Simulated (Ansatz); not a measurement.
**Energy profile**

The step: C₂H₈Si (C[SiH2]C) + H₂ → CH₆Si ([CH3][SiH3]) + CH₄; bonds formed: Si1–H7, C2–H6; bonds broken: Si1–C2, H6–H7 (atoms numbered as in the saddle structure below).

Si1  (-0.549, 0.281, 0.322)
C2  (0.634, -1.538, 0.555)
H3  (-1.602, -0.705, -0.159)
H4  (-1.128, 0.764, 1.603)
C5  (-0.380, 1.396, -1.169)
H6  (0.944, -0.235, 0.778)
H7  (0.964, 0.896, 0.883)
H8  (-0.064, -2.061, 1.207)
H9  (0.545, -1.888, -0.473)
H10  (1.657, -1.729, 0.905)
H11  (0.356, 0.970, -1.856)
H12  (-0.042, 2.396, -0.895)
H13  (-1.335, 1.453, -1.700)
(Å)

Electronic energies by CCSD(T) at an estimated basis limit (MP2 extrapolated from triple and quadruple zeta, plus CCSD(T) − MP2 in triple zeta), on PBE0-D4/def2-TZVP structures; C2H10Si, singlet; no counterpoise correction. Program: Ansatz 0.2.0. Basis: def2-TZVPP and def2-QZVPP. Cores are frozen in the correlated methods. Extrapolation: Hartree–Fock as exp(−7.88 √X), correlation as X^−2.97.

Question: Give the profile in kJ/mol, counted from the separated reactants. (An estimate is asked for; the value comes from the calculation.)

Answer: By the calculation:
```csv
point,kJ/mol
"separated: C2H8Si (linked as [CH3][SiH2][CH3]; Si1, C2, H3, H4, C5, H8, H9, H10, H11, H12, H13; singlet) + H2 (H6, H7; singlet)",0.0
start structure,-2.4
saddle,302.3
end structure,-30.1
"separated: CH6Si (linked as [CH3][SiH3]; Si1, H3, H4, C5, H7, H11, H12, H13; singlet) + CH4 (C2, H6, H8, H9, H10; singlet)",-25.8
```

T1 diagnostic: at most 0.011. The end structure is not quite a true minimum (one mode of 27i cm⁻¹).

For scale, one of the runs: CCSD(T)/def2-TZVPP, 244 basis functions, launched by `ansatz run in.yaml --threads 4 --pin off --events-out ev --progress --plain --max-ram 9574MiB`. Time: 100 s of wall clock on 4 CPU threads of an Intel Xeon; the host was shared. Peak host memory: 4.8 GiB.
